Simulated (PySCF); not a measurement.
ZnClI, SMILES [Cl][Zn][I].

The structure is a stationary point at PBE-D3(BJ)/def2-TZVP. The def2 effective core potentials stand for the cores of I; spin–orbit coupling is left out.

Calculation: TDA-B3LYP/def2-SVPD (PySCF 2.14.0).

Vertical excitations; the highest root listed may be one member of a degenerate set.  State labels are in the subgroup C2v.

```
state  symmetry  energy (eV)  λ (nm)      f                                              main pairs
-----  --------  -----------  ------  -----  ------------------------------------------------------
S1           B1         4.64     267  0.013                            HOMO−1→LUMO (degenerate set)
S2           B2         4.64     267  0.013                              HOMO→LUMO (degenerate set)
S3           B2         5.74     216  0.025                            HOMO−2→LUMO (degenerate set)
S4           B1         5.74     216  0.025                            HOMO−3→LUMO (degenerate set)
S5           A2         5.92     209  0.000                    HOMO−1→LUMO+2 50 %, HOMO→LUMO+1 50 %
S6           A2         5.96     208  0.000             HOMO→LUMO+1, HOMO−1→LUMO+2 (degenerate set)
S7           A1         5.96     208  0.000             HOMO−1→LUMO+1, HOMO→LUMO+2 (degenerate set)
S8           A1         6.12     203  0.002  HOMO−4→LUMO 39 %, HOMO→LUMO+2 30 %, HOMO−1→LUMO+1 30 %
S9           A2         7.02     177  0.000                  HOMO−2→LUMO+1 50 %, HOMO−3→LUMO+2 50 %
S10          A1         7.07     175  0.000                  HOMO−2→LUMO+2 50 %, HOMO−3→LUMO+1 50 %
T1           B1         4.30     288      0                            HOMO−1→LUMO (degenerate set)
T2           B2         4.30     288      0                              HOMO→LUMO (degenerate set)
T3           B1         5.40     229      0                            HOMO−3→LUMO (degenerate set)
T4           B2         5.40     229      0                            HOMO−2→LUMO (degenerate set)
```
Triplets are in the Tamm–Dancoff approximation.
